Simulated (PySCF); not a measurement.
C4H4BF, SMILES FB1C=CC=C1. Coordinates come from a B3LYP-D3(BJ)/def2-SVP optimisation. The structure was generated by enumeration, and PubChem lists no compound with its InChIKey, so it may never have been made.

Q: Give the equilibrium geometry at B3LYP-D3(BJ)/def2-SVP (PySCF confirms it by a frequency run) as Cartesian coordinates in Å, and its point group. (The exact figures need the calculation; the answer reports its results.)

A: point group C2v.
```xyz
10

F      0.0000     0.0000     2.1191
B      0.0000     0.0000     0.7964
C      0.0000     1.2696    -0.1498
C      0.0000     0.7573    -1.3956
C      0.0000    -0.7573    -1.3956
C      0.0000    -1.2696    -0.1498
H      0.0000     2.3367     0.0764
H      0.0000     1.3267    -2.3304
H      0.0000    -1.3267    -2.3304
H      0.0000    -2.3367     0.0764
```
